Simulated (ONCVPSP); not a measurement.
**Pseudopotential generation for antimony (Sb): ONCV, LDA (Perdew-Wang 92), scalar-relativistic.**

antimony (Sb), optimised norm-conserving Vanderbilt (ONCV), made with ONCVPSP 4.0.1 (LDA (Perdew-Wang 92), scalar-relativistic). Core [Ar] 3d10, reference 4s2 4p6 4d10 5s1 5p4. Waves: 4s+5s: rc 1.40 bohr, ncon 4, nbas 7, qcut 10.9 1/bohr, 3 projectors, debl 0.6 Ha; 4p+5p: rc 1.55 bohr, ncon 3, nbas 7, qcut 9.8 1/bohr, 2 projectors; 4d: rc 1.30 bohr, ncon 4, nbas 8, qcut 9.8 1/bohr, 2 projectors, debl 0.4 Ha. Local part: polynomial inside 1.00 bohr (lpopt 5, dvloc0 4 Ha). Core correction: none.

In the d channel the program set the typed energies aside and used -1.284, 0.250 Ha.

All-electron outer shells of the reference configuration (LDA (PZ), scalar-relativistic, ld1.x):

```tsv
shell	level (eV)	outermost node (bohr)	outermost maximum (bohr)
3p	-751.42	0.13	0.30
3d	-517.59	–	0.24
4s	-149.94	0.39	0.73
4p	-103.04	0.39	0.76
4d	-34.94	0.38	0.84
5s	-13.89	0.95	1.88
5p	-5.57	1.04	2.29
```

(1) Estimate the cutoffs (Ha) at which the residual kinetic energy of the hardest occupied pseudo-wave falls to 1 and 0.1 mHa per electron.

(2) Does the potential have ghost states?

(3) Tests: 4s2 4p6 4d10 5s2 5p3; 4s2 4p6 4d10 5s2 5p2; 4s2 4p6 4d10 5s2 5p1; 4s1 4p6 4d10 5s2 5p3. Which has the largest error in its energy relative to the reference configuration, and how large is it?

Answers

(1) 41 Ha and 48 Ha.

(2) No bound ghost flagged; GHOST(+) flags only above 600 eV.

(3) 4s1 4p6 4d10 5s2 5p3, with -245 meV (all-electron minus pseudo) on +148.91 eV.
